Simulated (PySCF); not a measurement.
SMILES C[SiH2]S[SiH3] (PBE0/def2-SVP optimised geometry):

```
12

Si    -1.499     0.290    -3.204
S     -1.683    -1.237    -1.706
Si    -0.870    -0.186     0.000
C      1.004    -0.186     0.000
H     -2.399     1.447    -2.916
H     -0.097     0.799    -3.301
H     -1.888    -0.343    -4.496
H     -1.393     1.216     0.000
H     -1.401    -0.911     1.191
H      1.384     0.325     0.900
H      1.389    -1.216    -0.005
H      1.401     0.335    -0.884
```

Level of theory: PBE0/def2-TZVP in PySCF.

Task: What are the frontier orbital energies and the dipole moment?

Result: HOMO-2 -9.22 eV, HOMO-1 -8.67 eV, HOMO -7.35 eV, LUMO -0.02 eV, LUMO+1 0.41 eV; dipole moment 1.50 D.

On the same geometry PBE/def2-TZVP run with PySCF gives HOMO-2 -7.95 eV, HOMO-1 -7.47 eV, HOMO -6.17 eV, LUMO -0.88 eV, LUMO+1 -0.42 eV; dipole moment 1.45 D.

Meta-Löwdin charges at PBE0/def2-TZVP: Si1 0.43, S2 -0.40, Si3 0.60, C4 -0.60, H5 -0.09, H6 -0.09, H7 -0.07, H8 -0.10, H9 -0.09, H10 0.14, H11 0.14, H12 0.14.
